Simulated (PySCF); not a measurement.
SnFCl₃, SMILES [F][Sn]([Cl])([Cl])[Cl]. The structure is a stationary point at PBE0-D3(BJ)/def2-SVP. The def2 effective core potentials stand for the cores of Sn; spin–orbit coupling is left out.

Calculation: PBE0-D3(BJ)/def2-SVP run with PySCF 2.14.0.

Harmonic wavenumbers (cm⁻¹): 100, 100, 124, 158, 158, 372, 416, 416, 662. Rotational constants (GHz): 1.354, 1.354, 0.9828; symmetry number 3.

Problem. Work out the zero-point energy and the ideal-gas rigid-rotor harmonic-oscillator thermochemistry at 298.15 K and 1 atm.

Solution. ZPE = ½ Σ hcν = ½ × 2508 cm⁻¹ = 3.58 kcal/mol. H − E(el) = 8.76 kcal/mol. Entropy in cal/(mol K): translation 42.38, rotation 27.39, vibration 18.31, total 88.07. G − E(el) = -17.50 kcal/mol. Cp = 22.87 cal/(mol K). Modes under 150 cm⁻¹ make the vibrational entropy uncertain.
